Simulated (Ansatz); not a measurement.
Cost and result for the atomization energy of `[F][Ge]([Cl])([Cl])[Cl]` (5 atoms, 4 bonds).

```xyz
5

F     1.713    0.364   -0.040
Ge    0.040    0.009   -0.001
Cl   -0.993    1.826    0.254
Cl   -0.462   -0.904   -1.832
Cl   -0.298   -1.295    1.619
```

Total charge 0; spin multiplicity 1. Correlated methods include outer-core shells of Ge, which these sets cover unevenly. Scalar relativity is left out up to krypton. The structure was optimised at the PBE0-D4/def2-TZVP level. Program: Ansatz. All runs use 4 threads of an Arm Neoverse V1 on a shared host. Times are those of one run each, without the atoms' runs, and a repeat can differ threefold. Electronic energies, without spin–orbit coupling; frozen cores. CCSD(T)/CBS adds CCSD(T) − MP2 in def2-TZVPP to the MP2 limit, and its time is that of the two runs behind it. T1 = 0.010. With those shells the extrapolation isn't a true limit.

CCSD(T)/CBS is a level of theory with its own doubt, some kJ/mol a heavy atom from the limit and from the frozen cores, so smaller differences don't rank the functionals.

```csv
level,functions,wall time
LDA (SPW92)/def2-TZVPP,205,1.1 s
revPBE-D4/def2-TZVPP,205,1.6 s
PBE0-D4/def2-TZVPP,205,3.4 s
CAM-B3LYP-D4/def2-TZVPP,205,3.8 s
CCSD(T)/def2-SVP,100,4 s
RPA@PBE/def2-TZVPP,205,4.1 s
B2PLYP/def2-TZVPP,205,4.9 s
r2SCANh-D4/def2-TZVPP,205,6 s
ωB97X-V/def2-TZVPP,205,7.5 s
ωB97M-V/def2-TZVPP (with forces),205,11 s
MP2/def2-QZVPP,356,14 s
CCSD(T)/def2-TZVPP,205,99 s
CCSD(T)/CBS(def2),–,110 s
```

Task: What atomization energy does each give, and how far from CCSD(T)/CBS? (Best estimate.)

Result: Computed: 
```tsv
level	atomization (kJ/mol)	difference from CCSD(T)/CBS	per bond
LDA (SPW92)/def2-TZVPP	1813.7	277.2	69.3
revPBE-D4/def2-TZVPP	1513.1	-23.4	-5.8
PBE0-D4/def2-TZVPP	1529.6	-6.9	-1.7
CAM-B3LYP-D4/def2-TZVPP	1498.3	-38.2	-9.5
CCSD(T)/def2-SVP	1385.6	-150.9	-37.7
RPA@PBE/def2-TZVPP	1338.4	-198.1	-49.5
B2PLYP/def2-TZVPP	1491.1	-45.4	-11.3
r2SCANh-D4/def2-TZVPP	1535.3	-1.2	-0.3
ωB97X-V/def2-TZVPP	1546.6	10.1	2.5
ωB97M-V/def2-TZVPP (with forces)	1532.2	-4.3	-1.1
MP2/def2-QZVPP	1610.6	74.1	18.5
CCSD(T)/def2-TZVPP	1490.7	-45.8	-11.4
CCSD(T)/CBS(def2)	1536.5	0.0	0.0
```

From PBE to PBE0 (25 % exact exchange), in def2-TZVPP and without D4, the atomization energy moves by −38.8 kJ/mol: exact exchange takes away binding that semilocal exchange gives to molecules. In def2-TZVPP, CCSD(T) changes the Hartree–Fock value by +421.7 kJ/mol (the triples alone add +44.1 kJ/mol) and MP2 by +514.6 kJ/mol; breaking electron pairs costs correlation energy, which Hartree–Fock lacks. The D4 term adds +32.7 kJ/mol with B3LYP and +17.0 kJ/mol with PBE0; it sums over pairs of atoms, weighted by their polarisabilities, and B3LYP, whose exchange is more repulsive, gets the larger term.

B3LYP here is the variant with VWN-RPA as its local correlation; programs differ in this.
